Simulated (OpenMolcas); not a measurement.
**Ions of charge +3 along the 4f row on the Ca site of CsCaBr3**

| Item | Value |
| --- | --- |
| Program | OpenMolcas |
| Method | CASSCF |
| Spin-orbit coupling | state interaction with AMFI integrals over the reference wave functions |

The f shell is active. Each dopant is a cluster with its nearest anions in model potentials and point charges, with no relaxation and no local charge compensation. Distances were set from a Shannon-type radius of the metal (high-spin where two are listed) plus a fixed donor radius (Br 1.91 Å), in hosts weighted 0.65 to 0.35 with the host's distance in the model lattice. Ligand basis ANO-RCC-VDZP, DKH2 Hamiltonian. States (labels of O, the rotations of Oh). Energies in cm-1 above the lowest state or level, χT in cm3 K/mol; under a threefold ground state the first gap can be a small split of the lowest multiplet, not the spin-orbit step. Free-ion χT is g² J(J+1) / 8 for Hund's level.

```csv
Ion,Shell,R (Å),Metal basis,Ground state,First state of that spin,First gap with spin-orbit (degeneracies),Width of lowest J,χT at 300 K,Free-ion χT
Ce3+,4f1,2.894,ANO-RCC-VDZP,2A2,2T2 235.3,"400.6 (2, 4)",401,0.664,0.804
Pm3+,4f4,2.868,ANO-RCC-VDZP,5T2,5A1 25.3,"107.9 (3, 1)",139,0.974,0.900
Sm3+,4f5,2.86,ANO-RCC-VDZP,6T1,6E 68.7,"74.7 (2, 4)",75,0.306,0.089
Eu3+,4f6,2.853,ANO-RCC-VDZP,7T1,7A2 145.3,"369.0 (1, 3)",,1.312,0
Gd3+,4f7,2.847,ANO-RCC-VDZP,8A1,,,,7.851,7.875
Tb3+,4f8,2.837,ANO-RCC-VDZP,7A2,7T2 109.4,"17.4 (1, 3)",153,11.743,11.812
Dy3+,4f9,2.83,ANO-RCC-VDZP,6T1,6T2 124.8,"14.4 (2, 4)",161,14.000,14.167
Ho3+,4f10,2.823,ANO-RCC-VDZP,5A2,5T2 41.8,"4.9 (2, 3)",106,13.878,14.062
Yb3+,4f13,2.801,ANO-RCC-VDZP,2T1,2T2 126.6,"76.3 (2, 4)",146,2.550,2.571
```

χT departs most from the free-ion value for Eu3+, by +1.312 cm3 K/mol.

High states are left out of the spin-orbit mixing, which shifts the levels that they would mix with (holds for Pm3+; Sm3+; Eu3+; Tb3+; Dy3+; Ho3+). Without dynamic correlation the ligand-field splitting of an f shell can come out too small, at times by half (holds for Pm3+; Sm3+; Eu3+; Tb3+; Dy3+; Ho3+; Yb3+). No quartet enters the spin-orbit mixing, so the splitting and order within the octet and the sextets are unsound, and g values and χT are rough (holds for Gd3+). A group larger than the point group allows holds several states that coincide in this model. No measured value stands beside these numbers; the geometry was set by hand and not optimised.
